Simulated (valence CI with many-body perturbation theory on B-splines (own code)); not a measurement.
Energy levels of Er LXIV

Computed by configuration interaction combined with many-body perturbation theory (CI+MBPT): three valence electrons over a frozen Dirac-Fock core [He], a basis of 11 s, 11 p, 9 d, 7 f, 5 g, 2 h, 1 i functions for each j, with the one-electron correlation potential Σ1, the two-electron term Σ2, the three-electron term Σ3, Breit, model QED; selected CI, second order for the rest (own B-spline code, finite nucleus).

The last digits are not significant, and no measured levels were compared; by estimate large intervals hold to a few tenths of a per cent, small ones and those within an open d or f shell to about a per cent.

Levels 46 to 90 of 101, with energies above the lowest level, (2s^2 2p1/2) J=1/2. "Leading %" is the weight of the configuration and term that name the level; weights of strongly mixed levels are sums over their largest components and can fall short. In the jj column 3d3/2^4 stands for four electrons in 3d with j = 3/2. Lifetimes count E1, E2, E3, M1 and M2 decay at the calculated energies, and are blank where another channel may lead or the interval is too uncertain; long ones can be off by a factor of two.

```csv
No.,Configuration,Term,J,E (eV),Leading %,g,Leading jj,Lifetime
46,2s2p3p,⁴P,3/2,9978,46,1.626,2s 2p3/2 3p1/2 (100 %),8.39 fs
47,2s2p3p,²D,5/2,9980,44,1.310,2s 2p3/2 3p1/2 (100 %),3.28 fs
48,2s2p3s,²P°,1/2,9981,90,0.823,2s 2p3/2 3s (100 %),3.95 fs
49,2s2p3s,²P°,3/2,9986,82,1.377,2s 2p3/2 3s (99 %),8.09 fs
50,2s2p3p,²P,1/2,10059,49,1.251,2s 2p3/2 3p1/2 (98 %),3.34 fs
51,2s2p3p,²D,3/2,10060,61,0.968,2s 2p3/2 3p1/2 (99 %),4.92 fs
52,2p²3s,⁴P,3/2,10145,85,1.646,2p1/2 2p3/2 3s (98 %),9.25 fs
53,2p²3s,²P,1/2,10153,65,1.294,2p1/2 2p3/2 3s (96 %),4.66 fs
54,2p²3s,²D,5/2,10161,63,1.312,2p1/2 2p3/2 3s (97 %),8.38 fs
55,2p²3s,²D,3/2,10170,63,0.970,2p1/2 2p3/2 3s (98 %),4.93 fs
56,2p²3p,⁴P°,1/2,10203,48,1.735,2p1/2 2p3/2 3p1/2 (99 %),1.66 fs
57,2p²3p,⁴D°,3/2,10209,55,1.130,2p1/2 2p3/2 3p1/2 (99 %),1.63 fs
58,2p²3p,²F°,5/2,10222,49,1.048,2p1/2 2p3/2 3p1/2 (99 %),1.63 fs
59,2s2p3p,⁴D,7/2,10253,100,1.404,2s 2p3/2 3p3/2 (100 %),395 fs
60,2p²3p,²P°,3/2,10263,43,1.309,2p1/2 2p3/2 3p1/2 (99 %),2.08 fs
61,2s2p3p,²P,3/2,10265,53,1.479,2s 2p3/2 3p3/2 (98 %),3.71 fs
62,2s2p3p,⁴P,5/2,10282,52,1.391,2s 2p3/2 3p3/2 (98 %),3.96 fs
63,2s2p3p,²S,1/2,10287,48,1.375,2s 2p3/2 3p3/2 (97 %),2.09 fs
64,2s2p3d,⁴D°,5/2,10320,45,1.221,2s 2p3/2 3d3/2 (98 %),900 as
65,2s2p3d,⁴D°,3/2,10325,42,1.322,2s 2p3/2 3d3/2 (98 %),838 as
66,2s2p3d,⁴F°,7/2,10327,47,1.212,2s 2p3/2 3d3/2 (95 %),938 as
67,2s2p3d,⁴P°,1/2,10329,83,2.183,2s 2p3/2 3d3/2 (99 %),954 as
68,2s2p3p,²D,5/2,10343,73,1.253,2s 2p3/2 3p3/2 (99 %),4.78 fs
69,2s2p3p,²P,3/2,10360,58,1.220,2s 2p3/2 3p3/2 (99 %),5.17 fs
70,2s2p3p,²S,1/2,10363,61,1.723,2s 2p3/2 3p3/2 (99 %),80.0 fs
71,2s2p3d,⁴F°,9/2,10382,100,1.312,2s 2p3/2 3d5/2 (100 %),10.8 ps
72,2s2p3d,²D°,3/2,10393,59,0.974,2s 2p3/2 3d3/2 (66 %),1.05 fs
73,2s2p3d,²D°,5/2,10404,48,1.165,2s 2p3/2 3d5/2 (66 %),1.34 fs
74,2s2p3d,²F°,5/2,10408,51,1.070,2s 2p3/2 3d3/2 (66 %),749 as
75,2s2p3d,²F°,7/2,10413,49,1.259,2s 2p3/2 3d5/2 (95 %),635 as
76,2s2p3d,²P°,1/2,10413,66,0.608,2s 2p3/2 3d3/2 (90 %),711 as
77,2s2p3d,²D°,3/2,10427,46,1.090,2s 2p3/2 3d5/2 (66 %),799 as
78,2s2p3d,²P°,1/2,10437,91,0.747,2s 2p3/2 3d5/2 (89 %),939 as
79,2s2p3d,²F°,7/2,10474,71,1.177,2s 2p3/2 3d5/2 (95 %),2.53 fs
80,2s2p3d,²D°,5/2,10490,57,1.165,2s 2p3/2 3d5/2 (88 %),675 as
81,2s2p3d,²P°,3/2,10494,72,1.269,2s 2p3/2 3d5/2 (97 %),895 as
82,2p²3p,⁴D°,5/2,10501,45,1.386,2p1/2 2p3/2 3p3/2 (91 %),2.17 fs
83,2p²3p,²P°,1/2,10506,36,1.568,2p1/2 2p3/2 3p3/2 (98 %),2.92 fs
84,2p²3p,²D°,3/2,10513,51,1.130,2p1/2 2p3/2 3p3/2 (96 %),2.83 fs
85,2p²3p,²F°,7/2,10520,61,1.216,2p1/2 2p3/2 3p3/2 (94 %),3.41 fs
86,2p²3p,⁴S°,3/2,10534,32,1.407,2p1/2 2p3/2 3p3/2 (100 %),2.95 fs
87,2p²3p,²D°,5/2,10545,64,1.172,2p1/2 2p3/2 3p3/2 (97 %),2.78 fs
88,2p²3d,⁴F,3/2,10554,43,0.921,2p1/2 2p3/2 3d3/2 (100 %),2.72 fs
89,2p²3d,⁴F,5/2,10556,53,0.957,2p1/2 2p3/2 3d3/2 (99 %),7.11 fs
90,2p²3d,⁴D,1/2,10560,79,0.241,2p1/2 2p3/2 3d3/2 (100 %),5.10 fs
```
